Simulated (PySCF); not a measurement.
**Spinor energies of Fe⁹⁺ (iron, charge +9)**

Start: [Ne] 3s2 3p5; 3p1/2 filled at m_j = -1/2, +1/2; 3p3/2 filled at m_j = -1/2, +1/2, +3/2. Calculated with PySCF 2.14 in an even-tempered Gaussian basis (20 s from 0.53 bohr⁻², ratio 2.4; 14 p from 0.69 bohr⁻², ratio 2.4; 5 d from 4.6 bohr⁻², ratio 2.6; 4 f from 6.8 bohr⁻², ratio 2.6): generalised Hartree-Fock with the X2C-1e Hamiltonian and a Gaussian nucleus; one run each with spin-orbit coupling (SO) switched off, then screened by Boettger's factors.

| spinor shell | electrons | ε, spin-free (eV) | ε, screened SO (eV) | weight of nominal j (screened SO) | rms radius, screened SO (bohr) |
| --- | --- | --- | --- | --- | --- |
| 1s1/2 | 2 | -7397.4 | -7397.2 | 1.000 | 0.0675 |
| 2s1/2 | 2 | -1106.2 | -1106.1 | 1.000 | 0.287 |
| 2p1/2 | 2 | -971.73 | -980.85 | 0.998 | 0.257 |
| 3s1/2 | 2 | -305.55 | -305.52 | 1.000 | 0.785 |
| 3p1/2 | 2 | -263.44 | -265.14 | 0.824 | 0.799 |
| 3p3/2 | 3 | -263.44 | -262.51 | 0.883 | 0.803 |

Where does 2p3/2 lie, and what is the 2p spin-orbit splitting (screened SO)?

At -967.15 eV, 13.693 eV above 2p1/2.

```
   quantity    spin-free  screened SO
E (hartree)  -1242.56997  -1242.61583
        M_J          3/2          3/2
       ⟨J²⟩        3.753        3.753
       ⟨L²⟩        2.002        2.003
       ⟨S²⟩        0.751        0.751
```

Each row is a mean over spinors that exchange with the open shell spreads, by up to 7.419 eV (3s1/2).

Rows whose weight is well below 1 are mixtures of j = l ± 1/2: exchange outweighs spin-orbit coupling there, and the label is only the starting occupation.

Without spin-orbit coupling the j labels of p, d and f shells carry no meaning; the spin-free column gives the mean over the occupied spinors of each nl shell.
